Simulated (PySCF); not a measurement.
# Ionisation of `CSSC(F)(F)F` (C2H3F3S2)

Parent: `CSSC(F)(F)F` (C2H3F3S2). Non-hydrogen atoms are numbered in `[CH3:1][S:2][S:3][C:4]([F:5])([F:6])[F:7]`.

Computed at ωB97X-D3(BJ)/ma-def2-TZVP // PBE0-D3(BJ)/def2-SVP with PySCF (density fitting, grid level 2). The prefix ma- adds one diffuse s and one diffuse p function on all atoms but H. Thermal corrections: PBE0-D3(BJ)/def2-SVP frequencies, unscaled, ideal gas at 298.15 K and 1 bar, quasi-RRHO entropy.

Frontier levels of the parent: HOMO -9.90 eV, LUMO 0.81 eV.

Oxidation to the radical cation:
- Vertical ionisation energy (electronic): 9.76 eV
- Adiabatic ionisation energy (with zero-point energy): 9.14 eV
- Adiabatic, electronic part: 9.14 eV
- Vertical gap at the product's structure: 8.34 eV
- Inner reorganisation energy (four-point): 1418 meV
- Relaxation of product / of parent: 617 / 801 meV
- ⟨S²⟩ of the product: 0.758
- Largest spin populations: S2 0.58, S3 0.40
- Largest changes of atomic charge: S2 0.41, S3 0.24
- Distances that move most (Å): S3–C4 1.825 → 1.903; S2–S3 2.056 → 2.011; C4–F5 1.328 → 1.298; C4–F6 1.332 → 1.308

Adiabatic ionisation energy: the gap is larger than usual, and may come from another state, site, conformer or species, from an onset or band maximum that doesn't mark the energy named, from the functional or basis, or from an outlying measurement.

Measured values (NIST Chemistry WebBook, evaluated or the median of agreeing entries): adiabatic ionisation energy 9.60 eV (computed 9.14, difference -0.46).
